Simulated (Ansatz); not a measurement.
Two isomers of C2H8B2O: A = `CBBOC`, B = `CBCBO`.

Gas-phase electronic energies from Ansatz, PBE0-D4/def2-TZVP geometries. CBS: MP2 limit from def2 TZ/QZ plus the TZ coupled-cluster correction, frozen cores. DFT in def2-TZVPP. B3LYP here is the variant with VWN-RPA as its local correlation; programs differ in this. One conformer a species, not always the lowest.

A:

Z-matrix (Å, degrees):
```
C
B 1 1.562
H 1 1.094 2 112.9
H 1 1.091 2 116.5 3 -128.1
H 1 1.102 2 105.1 3 113.4
B 2 1.684 1 125.2 3 136.1
H 2 1.207 1 116.0 3 -41.0
O 6 1.349 2 128.4 1 91.3
H 6 1.210 2 117.8 1 -89.0
C 8 1.410 6 122.0 2 -0.3
H 10 1.092 8 109.1 6 123.1
H 10 1.096 8 111.8 6 2.6
H 10 1.092 8 109.3 6 -118.2
```

B:

```xyz
13

C     0.925    1.537   -0.715
B    -0.213    0.478   -0.834
C    -0.915   -0.170    0.393
B    -0.422   -1.660    0.500
O     0.428   -2.087    1.465
H     1.321    1.687    0.291
H     0.507    2.497   -1.051
H     1.750    1.336   -1.406
H    -0.560    0.136   -1.934
H    -1.989   -0.249    0.177
H    -0.752    0.383    1.324
H    -0.764   -2.493   -0.290
H     0.685   -1.395    2.080
```

Problem. Which isomer does CCSD(T)/CBS put lower? Give the gap. (Best estimate.)

Solution. Computed: B, by 35.4 kcal/mol.

Problem. Give E(B) − E(A) in kcal/mol with r2SCAN-D4, B3LYP-D4, ωB97M-V, HF/def2-TZVPP, B3LYP, MP2/def2-TZVPP, CCSD(T)/def2-TZVPP. (Estimate.)

Solution. The calculation gave: r2SCAN-D4 -35.4, B3LYP-D4 -33.1, ωB97M-V -35.7, HF/def2-TZVPP -32.2, B3LYP -32.9, MP2/def2-TZVPP -37.7, CCSD(T)/def2-TZVPP -34.9. None reverses the order clearly.

Largest T1 diagnostic: 0.013.

From PBE to PBE0 (25 % exact exchange), in def2-TZVPP and without D4, E(B) − E(A) moves by −1.0 kcal/mol. In def2-TZVPP, CCSD(T) changes the Hartree–Fock value by −2.7 kcal/mol (the triples alone add −0.3 kcal/mol) and MP2 by −5.4 kcal/mol.
